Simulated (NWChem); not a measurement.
# C$_{2}$H$_{4}$FNOSi; SMILES N[Si@H]1OC=C1F

```xyz
10

N     -0.9850    -1.9178    -0.4505
Si    -0.1073    -0.7561     0.4221
O      1.5130    -0.3584    -0.1013
C      1.1303     0.9575    -0.2564
C     -0.1919     1.0478    -0.0096
F     -0.9816     2.1134    -0.0135
H     -1.1919    -1.8212    -1.4374
H     -1.1210    -2.8623    -0.1126
H     -0.0846    -1.1878     1.8408
H      1.8948     1.6966    -0.5189
```
Atoms are numbered in this order, from 1.

Results from NWChem. Pople sets run with spherical d functions. Structure relaxed at the PBE0/def2-SVP level. Vertical excitations in the gas phase.

### Question
Estimate the computed values for PBE/6-31+G*, full TDDFT. Quantities: lowest excitation, singlet (eV); oscillator strength of that lowest state; orbital gap (eV).

### Answer
```yaml
lowest excitation, singlet (eV): 4.27
oscillator_strength_of_that_lowest_state: 0.010
orbital gap (eV): 3.93
```
